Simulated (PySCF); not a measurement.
A side-by-side comparison of computed properties.

First species: C2H15PSi4.
Z-matrix (Å and degrees, GFN2-xTB geometry), rows numbered from 1:
```
C 
Si  1  1.9128
P   2  2.2609  1  110.45
Si  2  2.3456  1  111.48  3   119.52
Si  4  2.3296  2  114.80  1   -52.04
C   4  1.9141  2  105.91  1  -174.65
Si  6  1.8989  4  117.20  2  -175.56
H   1  1.0854  2  111.07  3   175.19
H   1  1.0869  2  111.50  3    55.09
H   1  1.0872  2  111.26  3   -64.99
H   2  1.4783  1  106.10  3  -110.26
H   3  1.3839  2   94.62  1    71.60
H   3  1.3795  2   95.73  1   -20.78
H   4  1.4803  2  108.11  1    71.96
H   5  1.4694  4  110.96  2    10.06
H   5  1.4654  4  113.47  2  -108.84
H   5  1.4644  4  113.77  2   129.12
H   6  1.0911  4  108.29  2   -52.66
H   6  1.0925  4  108.05  2    61.15
H   7  1.4648  6  109.55  4   -61.33
H   7  1.4638  6  109.35  4    58.52
H   7  1.4659  6  109.97  4   178.46
```

Second species: (CF3)2C(OH)2, C3H2F6O2.
SMILES with atom numbers: `[OH:1][C:2]([OH:3])([C:4]([F:5])([F:6])[F:7])[C:8]([F:9])([F:10])[F:11]` (hydrogens: H12 on O1; H13 on O3)

Levels: PBE0/pcSseg-1 for dipole moment, HOMO energy, LUMO energy and HOMO–LUMO gap; GFN2-xTB for rotational constant A and rotational constant C. Geometries: GFN2-xTB. All species are isolated and taken at one optimised geometry, non-relativistic unless stated. Electronic properties by PySCF.

Dipoles, sizes and rotational constants follow the conformer. The torsions of the flexible species, by atom-mapped SMILES:
- `[CH3:1][Si@@H:2]([PH2:3])[Si@H:4]([SiH3:5])[CH2:6][SiH3:7]`: C1–Si2–Si4–Si5 -52°, Si2–Si4–C6–Si7 -176°, H–P3–Si2–C1 72°, H–P3–Si2–C1 -21°
- `[OH:1][C:2]([OH:3])([C:4]([F:5])([F:6])[F:7])[C:8]([F:9])([F:10])[F:11]`: O1–C2–C4–F5 167°, O1–C2–C8–F9 -69°, H–O1–C2–O3 61°, H–O3–C2–O1 62°

```
             property   column X   column Y
        dipole moment     1.11 D     2.48 D
          HOMO energy   -7.25 eV   -9.58 eV
          LUMO energy   -0.81 eV    0.79 eV
        HOMO–LUMO gap    6.44 eV   10.37 eV
rotational constant A  1.186 GHz  1.680 GHz
rotational constant C  0.451 GHz  0.909 GHz
```

Task: Which column belongs to which species?

Result: Column X is the first species and column Y the second. The first has 22 atoms and 98 electrons, the second 13 and 90.

Task: How does each property change from the first species to the second?

Result: dipole moment +1.37 D; HOMO energy -2.33 eV; LUMO energy +1.60 eV; HOMO–LUMO gap +3.93 eV; rotational constant A +0.494 GHz; rotational constant C +0.458 GHz.

On the first: The dipole equals about 3.7 × 10⁻³⁰ C·m (1 D = 3.33564 × 10⁻³⁰ C·m). GFN2-xTB frequencies show an imaginary mode (34i cm⁻¹), so this geometry is no minimum at that level.

On the second: The dipole matches unit charges of opposite sign 0.52 Å apart (1 e·Å = 4.8032 D). Point group C2 permits a dipole; with 2.48 D the species has a pure rotational spectrum.
